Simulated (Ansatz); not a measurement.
Species: [Cd(Br)2] (charge 0, multiplicity 1).

Give a relaxed geometry from Ansatz (a program for electronic structure) with r2SCAN-D4/def2-SVP.

the end point of this relaxation.
Cartesian coordinates (Å) in one orientation:
```xyz
3

Cd     0.000     0.000     0.000
Br    -2.362    -0.287    -0.347
Br     2.362     0.287     0.347
```
